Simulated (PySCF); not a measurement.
# Core-level binding energies of `C[O][GaH2]`

Species: CH5GaO.
Bonds: C1–O2, O2–Ga3. Hydrogens: H4, H5, H6 on C1; H7, H8 on Ga3.

Computed, not measured: PySCF, delta-SCF UKS SCAN, pcX-2 on the ionised atom, pcseg-1 elsewhere, spin-free X2C. Binding energies are ΔSCF values: E(core-ionised, relaxed orbitals) − E(ground state) at a fixed geometry, referred to the vacuum level.

Question: What binding energy does each computed site have?

Answer: 
```tsv
atom(s)	bonded to	level	binding energy (eV)	count
C1	O and 3 H	C 1s	292.06	1
O2	C and Ga	O 1s	537.31	1
```

Question: Which photon wavelength matches the C 1s of C1 threshold?

Answer: λ = hc/E = 12398.42 eV Å / 292.06 eV = 42.452 Å.

Question: Express the binding energy of C 1s of C1 in atomic units and per mole.

Answer: 292.06 eV = 10.7330 Eh = 28180 kJ/mol.

No level of gallium is listed. Geometry: PBE0-D3(BJ)/def2-SVP, one conformer, isolated molecule.

Time: 7.4 s wall. Hardware: one thread of an Arm Neoverse V2, no GPU, on a shared host.
